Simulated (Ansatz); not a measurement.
## Redistribution: SiH3Br + SiH(SiH3)Br2 → SiH3(SiH3) + SiHBr3

Species: SiH3Br `[SiH3]Br`, singlet; SiH(SiH3)Br2, singlet; SiH3(SiH3) (disilane), singlet; SiHBr3 `Br[SiH](Br)Br`, singlet. The partners trade Br for SiH3; both sit on Si, so the bond types are kept.

Shapes, held fixed at every level: PBE0-D4/def2-TZVP. Programs: Ansatz 0.2.0. The zero-point and thermal change to 298 K, harmonic and unscaled (PBE0-D4/def2-TZVP), is -1.4 kJ/mol.

(1) Estimate ΔH(298 K) of this reaction.

Results:

(1) The highest level, CCSD(T)/def2-TZVPP, gives ΔH(298 K) = +1.8 kJ/mol; the levels span -4.9 to +10.2. That is about zero within the method's error. They disagree on the sign: 7 of 8 are positive. The column of differences is taken from that level and isn't an error. No measured value is set beside it here. Relativity is left out for Br unless named. Correlated rows may include outer-core shells of Br, which these sets cover unevenly.

```csv
level,kind,ΔH(298 K) (kJ/mol),less CCSD(T)/def2-TZVPP
HF/def2-SVP,Hartree–Fock,+10.2,+8.4
SPW92/def2-TZVPP,LDA,-4.9,-6.7
r2SCAN0-D4/def2-TZVPP,global hybrid,+1.4,-0.4
wB97X-V/def2-TZVPP,range-separated hybrid,+2.6,+0.8
B2PLYP/def2-TZVPP,double hybrid,+2.9,+1.1
CCSD/def2-SVP,coupled cluster or CI,+2.1,+0.3
CCSD/def2-TZVPP,coupled cluster or CI,+3.2,+1.4
CCSD(T)/def2-TZVPP,coupled cluster or CI,+1.8,0.0
```
